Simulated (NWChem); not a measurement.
System: NH₃Se₂; SMILES N[Se][SeH]

Here is an NWChem input.

```
start job
memory heap 200 mb stack 900 mb global 1100 mb
geometry units angstroms noautosym nocenter noautoz
  Se    -0.390643    -0.939917     0.012179
  N      1.227814    -1.766403     0.011495
  H      1.780973    -1.581185     0.844774
  H      1.775855    -1.593317    -0.827610
  Se     0.006216     1.379133     0.041276
  H      0.076988     1.567911    -1.420685
end
basis spherical
  * library def2-svpd
end
dft
  xc b3lyp
  iterations 150
end
property
  response 1 0.0
end
task dft property
```

Output (shortened):

```
             Northwest Computational Chemistry Package (NWChem) 7.3.0
             --------------------------------------------------------

                             Geometry "geometry" -> ""
                             -------------------------

 Output coordinates in angstroms (scale by  1.889725989 to convert to a.u.)

  No.       Tag          Charge          X              Y              Z
 ---- ---------------- ---------- -------------- -------------- --------------
    1 Se                  34.0000    -0.39064300    -0.93991700     0.01217900
    2 N                    7.0000     1.22781400    -1.76640300     0.01149500
    3 H                    1.0000     1.78097300    -1.58118500     0.84477400
    4 H                    1.0000     1.77585500    -1.59331700    -0.82761000
    5 Se                  34.0000     0.00621600     1.37913300     0.04127600
    6 H                    1.0000     0.07698800     1.56791100    -1.42068500

 Effective nuclear repulsion energy (a.u.)     418.8277382233

                              NWChem Property Module
                              ----------------------

                                 NWChem DFT Module
                                 -----------------

 Summary of "ao basis" -> "ao basis" (spherical)
 ------------------------------------------------------------------------------
       Tag                 Description            Shells   Functions and Types
 ---------------- ------------------------------  ------  ---------------------
 Se                        def2-svpd                15       41   6s5p4d
 N                         def2-svpd                 8       20   4s2p2d
 H                         def2-svpd                 4        8   2s2p

            General Information
            -------------------
          SCF calculation type: DFT
          Wavefunction type:  closed shell.
          No. of atoms     :     6
          No. of electrons :    78
           Alpha electrons :    39
            Beta electrons :    39
          Charge           :     0
          Spin multiplicity:     1
          Use of symmetry is: off; symmetry adaption is: off
          Maximum number of iterations: 150
          AO basis - number of functions:   126
                     number of shells:    50
          Convergence on energy requested:  1.00D-06
          Convergence on density requested:  1.00D-05
          Convergence on gradient requested:  5.00D-04

              XC Information
              --------------
                         B3LYP Method XC Potential
                     Hartree-Fock (Exact) Exchange  0.200
                        Slater Exchange Functional  0.800 local
                    Becke 1988 Exchange Functional  0.720 non-local
              Lee-Yang-Parr Correlation Functional  0.810
                  VWN I RPA Correlation Functional  0.190 local

             Grid Information
             ----------------
          Grid used for XC integration:  medium
          Radial quadrature: Mura-Knowles
          Angular quadrature: Lebedev.
          Tag              B.-S. Rad. Rad. Pts. Rad. Cut. Ang. Pts.
          ---              ---------- --------- --------- ---------
          Se                  1.15      112          12.0       590
          N                   0.65       49          12.0       434
          H                   0.35       45          12.0       434
          Grid pruning is: on
          Number of quadrature shells:   408
          Spatial weights used:  Erf1

      Superposition of Atomic Density Guess
      -------------------------------------

 Sum of atomic energies:       -4854.77008865

      Non-variational initial energy
      ------------------------------

 Total energy =   -4855.630386
 1-e energy   =   -7596.954412
 2-e energy   =    2322.496287
 HOMO         =      -0.250427
 LUMO         =      -0.027306

   convergence    iter        energy       DeltaE   RMS-Dens  Diis-err
 ---------------- ----- ----------------- --------- --------- ---------
 d= 0,ls=0.0,diis     1  -4859.0756357961 -5.28D+03  1.07D-02  4.41D-01
 d= 0,ls=0.0,diis     2  -4859.1016337609 -2.60D-02  4.97D-03  1.33D-01
 d= 0,ls=0.0,diis     3  -4859.1116217052 -9.99D-03  2.21D-03  5.75D-02
 d= 0,ls=0.0,diis     4  -4859.1178967375 -6.28D-03  5.63D-04  7.19D-03
 d= 0,ls=0.0,diis     5  -4859.1186719031 -7.75D-04  1.60D-04  3.12D-04
  Resetting Diis
 d= 0,ls=0.0,diis     6  -4859.1187108208 -3.89D-05  5.00D-05  2.62D-05
 d= 0,ls=0.0,diis     7  -4859.1187146086 -3.79D-06  1.95D-05  1.22D-06
 d= 0,ls=0.0,diis     8  -4859.1187144771  1.31D-07  1.20D-05  2.22D-06
 d= 0,ls=0.0,diis     9  -4859.1187147697 -2.93D-07  1.59D-06  4.25D-08

         Total DFT energy =    -4859.118714769664
      One electron energy =    -7597.692045964871
           Coulomb energy =     2502.153565567723
    Exchange-Corr. energy =     -182.407972595824
 Nuclear repulsion energy =      418.827738223308

 Numeric. integr. density =       77.999992425846

                       DFT Final Molecular Orbital Analysis
                       ------------------------------------

 Vector   37  Occ=2.000000D+00  E=-2.849034D-01
              MO Center=  5.1D-01, -6.5D-01,  3.8D-02, r^2= 4.1D+00
   Bfn.  Coefficient  Atom+Function         Bfn.  Coefficient  Atom+Function
  ----- ------------  ---------------      ----- ------------  ---------------
    45      0.450227  2 N  s                 47      0.379394  2 N  py
    91     -0.280176  5 Se py                94     -0.274624  5 Se py
    50     -0.242460  2 N  py                 5     -0.233688  1 Se s
    71     -0.218541  4 H  s                 44      0.198881  2 N  s
     4     -0.194487  1 Se s                 63     -0.190507  3 H  s

 Vector   38  Occ=2.000000D+00  E=-2.538160D-01
              MO Center=  1.0D-01,  9.3D-01,  8.5D-03, r^2= 3.1D+00
   Bfn.  Coefficient  Atom+Function         Bfn.  Coefficient  Atom+Function
  ----- ------------  ---------------      ----- ------------  ---------------
    93      0.509194  5 Se px                90      0.476287  5 Se px
    87     -0.297078  5 Se px                47      0.218086  2 N  py
    50     -0.163029  2 N  py                45      0.139186  2 N  s
    91     -0.118029  5 Se py                94     -0.115765  5 Se py
    84      0.096337  5 Se px                88      0.072768  5 Se py

 Vector   39  Occ=2.000000D+00  E=-2.464798D-01
              MO Center= -2.7D-01, -7.1D-01, -3.3D-02, r^2= 2.6D+00
   Bfn.  Coefficient  Atom+Function         Bfn.  Coefficient  Atom+Function
  ----- ------------  ---------------      ----- ------------  ---------------
    18      0.554063  1 Se pz                15      0.513355  1 Se pz
    12     -0.317085  1 Se pz               119      0.138897  6 H  s
   120      0.120885  6 H  s                 82     -0.117267  5 Se s
    62     -0.111386  3 H  s                 63     -0.107699  3 H  s
     9      0.102727  1 Se pz                70      0.100968  4 H  s

 Vector   40  Occ=0.000000D+00  E=-6.234630D-02
              MO Center= -1.3D-01,  2.8D-01, -1.8D-02, r^2= 5.6D+00
   Bfn.  Coefficient  Atom+Function         Bfn.  Coefficient  Atom+Function
  ----- ------------  ---------------      ----- ------------  ---------------
    17      0.510170  1 Se py                94      0.489074  5 Se py
    14      0.364021  1 Se py                91      0.325186  5 Se py
    97      0.291170  5 Se py                 4      0.289003  1 Se s
    45      0.288498  2 N  s                 81     -0.254208  5 Se s
    11     -0.216077  1 Se py                88     -0.197743  5 Se py

 Vector   41  Occ=0.000000D+00  E=-2.514097D-02
              MO Center=  5.5D-01, -9.3D-01, -8.2D-02, r^2= 6.9D+00
   Bfn.  Coefficient  Atom+Function         Bfn.  Coefficient  Atom+Function
  ----- ------------  ---------------      ----- ------------  ---------------
    19      0.595629  1 Se px                16      0.523802  1 Se px
    83      0.413713  5 Se s                  6      0.390774  1 Se s
    45     -0.378625  2 N  s                 44     -0.304874  2 N  s
    43     -0.287555  2 N  s                 20     -0.283083  1 Se py
    17     -0.233032  1 Se py                13      0.219789  1 Se px

 Vector   42  Occ=0.000000D+00  E=-1.306974D-02
              MO Center= -1.4D-01,  9.3D-01, -5.0D-01, r^2= 6.8D+00
   Bfn.  Coefficient  Atom+Function         Bfn.  Coefficient  Atom+Function
  ----- ------------  ---------------      ----- ------------  ---------------
     6      0.782542  1 Se s                  5     -0.396673  1 Se s
    20      0.352157  1 Se py                81     -0.301673  5 Se s
    97      0.240987  5 Se py                92      0.236793  5 Se pz
    44      0.230768  2 N  s                126     -0.226383  6 H  pz
    83      0.216637  5 Se s                116      0.212110  5 Se d  0

     Multipole analysis of the density
     ---------------------------------

     L   x y z        total         alpha         beta         nuclear
     -   - - -        -----         -----         ----         -------
     0   0 0 0     -0.000000    -39.000000    -39.000000     78.000000

[...]

 DFT Linear Response polarizability / au
 Frequency  =       0.0000000 / au
              X              Y              Z
 -----------------------------------------------
 X      63.0268990     -5.0623167     -0.0098306
 Y      -5.0623258     93.9037105     -2.1452423
 Z      -0.0098303     -2.1452490     56.0531602
 -----------------------------------------------
 Eigenvalues =      62.2372800     94.8280763     55.9184133
 Isotropic   =      70.9945899
 Anisotropic =      36.1666279
 -----------------------------------------------

 Magnetic Dipole Response Matrix (nonzero elements):

 Exiting AOResponse driver routine
```

Level: B3LYP/def2-SVPD. Structure relaxed at the PBE0/def2-SVP level. B3LYP is NWChem's, with the RPA form of VWN correlation.
